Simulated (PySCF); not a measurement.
Isomers of C3H10NSi3 (doublet state), one GFN2-xTB conformer each. Single-point energies are computed at B3LYP/pcH-1 (PySCF, gas phase, no added dispersion term), electronic only. GFN2-xTB treats the open shell by occupation alone, and not every SCF solution was tested for stability.

Question: Rank them by B3LYP/pcH-1 energy, lowest first (kJ/mol).
A. `[CH3:1][SiH2:2][C@@H:3]([C:4]#[N:5])[SiH:6][SiH3:7]` (doublet state) with C1–Si2–C3–C4 57°, Si2–C3–Si6–Si7 -64°
B. `[CH3:1][SiH2:2][C:3]([C:4]#[N:5])[SiH2:6][SiH3:7]` (doublet state) with C1–Si2–C3–C4 50°, Si2–C3–Si6–Si7 80°
C. `[CH3:1][SiH:2][C@H:3]([C:4]#[N:5])[SiH2:6][SiH3:7]` (doublet state) with C1–Si2–C3–C4 -68°, Si2–C3–Si6–Si7 -65°
D. `[CH3:1][SiH2:2][C@@H:3]([C:4]#[N:5])[SiH2:6][SiH2:7]` (doublet state) with C1–Si2–C3–C4 60°, Si2–C3–Si6–Si7 -72°, C3–Si6–Si7–H -177° and 48°

Answer: B (0.0), A (12.1), D (14.8), C (26.9).

Neighbours under 21 kJ/mol apart (C[SiH2][C](C#N)[SiH2][SiH3] and C[SiH2][C@@H](C#N)[SiH][SiH3]; C[SiH2][C@@H](C#N)[SiH][SiH3] and C[SiH2][C@@H](C#N)[SiH2][SiH2]; C[SiH2][C@@H](C#N)[SiH2][SiH2] and C[SiH][C@H](C#N)[SiH2][SiH3]) can change places with a better method, another conformer or zero-point energy. GFN2-xTB itself gives, in the same order: 10.7, 0.0, 1.0, 33.4. GFN2-xTB puts C[SiH2][C@@H](C#N)[SiH][SiH3] lowest instead; measured from each level's own lowest isomer, the values differ by up to 13.8 kJ/mol (C[SiH2][C@@H](C#N)[SiH2][SiH2]: 1.0 against 14.8).

As an exercise, what shares would exp(−E/RT) give at 500 K from these electronic energies alone (no entropy, no degeneracies)?

RT = 4.157 kJ/mol: C[SiH2][C](C#N)[SiH2][SiH3] 92.1 %, C[SiH2][C@@H](C#N)[SiH][SiH3] 5.1 %, C[SiH2][C@@H](C#N)[SiH2][SiH2] 2.6 %, C[SiH][C@H](C#N)[SiH2][SiH3] 0.1 %.
